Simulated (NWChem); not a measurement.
Molecule: CHCl$_{2}$, doublet; SMILES Cl[CH]Cl

```xyz
4

Cl    -0.1739     0.0078     1.4704
C      0.6810     0.0424     0.0000
Cl    -0.1739     0.0078    -1.4704
H      1.6975    -0.3554     0.0000
```
Atoms are numbered in this order, from 1.

Level: PBE0/def2-SVP, spin-unrestricted (NWChem), optimised geometry, unscaled harmonic frequencies. In the optimisation the excess spin sits in a' (Cs, its own frame).

| frequency (cm⁻¹) | IR intensity (km/mol) |
|---|---|
| 305 | 1.9 |
| 427 | 32.7 |
| 776 | 14.9 |
| 931 | 161.3 |
| 1233 | 40.5 |
| 3250 | 1.1 |

The zero-point energy is 9.9 kcal/mol, the thermal correction to the enthalpy at 298.15 K (with zero-point energy) is 12.8 kcal/mol and the heat capacity Cv is 10.4 cal/(mol K). The entropy at 298.15 K and 1 atm (symmetry number 1, electronic part: spin degeneracy alone) is 67.1 cal/(mol K). The dipole moment is 0.91 D.

Rigid rotor and harmonic oscillator.
